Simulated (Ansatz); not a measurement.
AlFH7NSi2 (`F[SiH2][AlH][NH][SiH3]`) at its PBE0-D4/def2-TZVP geometry, where that method's forces vanish. The species carries charge 0 and has multiplicity 1.

| atom | x (Å) | y (Å) | z (Å) |
| --- | --- | --- | --- |
| F1 | -1.2960 | 1.2734 | -1.8869 |
| Si2 | -2.0613 | 0.4748 | -0.7111 |
| Al3 | -0.6325 | -1.3443 | 0.1553 |
| N4 | 1.0681 | -0.9602 | 0.5246 |
| Si5 | 1.8731 | 0.5666 | 0.4268 |
| H6 | -3.3361 | -0.0277 | -1.2987 |
| H7 | -2.4332 | 1.4739 | 0.3318 |
| H8 | -1.1182 | -2.8319 | 0.4189 |
| H9 | 1.6470 | -1.7262 | 0.8465 |
| H10 | 0.8436 | 1.5789 | 0.0761 |
| H11 | 2.5019 | 0.9384 | 1.7246 |
| H12 | 2.9437 | 0.5844 | -0.6078 |

**Question.** For each bond, give half the difference of the two atoms' forces along it (eV/Å; positive pushes the atoms apart) under PBE-D4, r2SCAN-D4, B3LYP-D4, ωB97M-V in def2-TZVPP. (Best estimate.)

**Answer.** Computed: 
```tsv
bond	length (Å)	PBE-D4	r2SCAN-D4	B3LYP-D4	ωB97M-V
F1–Si2	1.614	0.53	0.06	0.23	0.22
Si2–Al3	2.470	-0.22	-0.01	0.02	-0.04
Si2–H6	1.491	0.06	-0.02	-0.10	-0.14
Si2–H7	1.491	0.05	-0.01	-0.09	-0.14
Al3–N4	1.782	0.10	0.04	0.06	0.08
Al3–H8	1.587	0.02	-0.04	-0.13	-0.14
N4–Si5	1.729	0.13	0.04	0.13	0.13
N4–H9	1.013	0.19	0.02	-0.02	-0.03
Si5–H10	1.486	0.04	-0.02	-0.09	-0.09
Si5–H11	1.489	0.04	-0.03	-0.09	-0.13
Si5–H12	1.489	0.04	-0.03	-0.09	-0.14
```

B3LYP here is the variant with VWN-RPA as its local correlation; programs differ in this.
